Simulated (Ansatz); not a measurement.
Relaxation of GaH₄NO (7 atoms, charge 0, multiplicity 1), to a largest force component of 0.03 eV/Å in at most 50 steps.

These are results of Ansatz, RKS revPBE-D4/def2-SVP, not measurements.

```xyz
7
Properties=species:S:1:pos:R:3:forces:R:3
Ga -0.019 -0.516 0.793 0.10 0.79 -0.54
N 0.156 1.041 -0.282 0.14 -0.16 0.77
O -0.610 -1.643 -0.504 -0.01 -0.20 0.20
H -0.705 -0.941 -1.178 -0.23 -0.35 -0.41
H 0.093 -0.734 2.329 0.00 -0.02 -0.01
H 0.569 1.912 0.070 -0.02 -0.05 0.02
H 0.516 0.881 -1.228 0.01 -0.01 -0.02
```

**Question.** Where does it end, and by what steps?

**Answer.** The forces met the threshold. After 8 steps the energy has fallen by 0.287 eV; H4 moved furthest, 0.63 Å.

```
step  energy less start (eV)  largest force component (eV/Å)  accepted
   0                  0.0000                           0.791       yes
   1                 -0.1417                           0.653       yes
   2                 -0.2047                           0.720       yes
   3                 -0.2583                           0.739       yes
   4                 -0.2715                           0.604       yes
   5                 -0.2604                           0.898        no
   6                 -0.2850                           0.089       yes
   7                 -0.2861                           0.170       yes
   8                 -0.2870                           0.021       yes
```

```xyz
7
Properties=species:S:1:pos:R:3
Ga -0.069 -0.413 0.645
N 0.353 1.154 -0.205
O -0.703 -1.780 -0.368
H -0.775 -1.548 -1.312
H 0.051 -0.642 2.183
H 0.799 1.939 0.272
H 0.343 1.291 -1.216
```

The run took 6.1 s on 2 threads of Intel(R) Xeon(R) Platinum 8488C (Sapphire Rapids), on a shared host, peak memory 0.13 GiB.
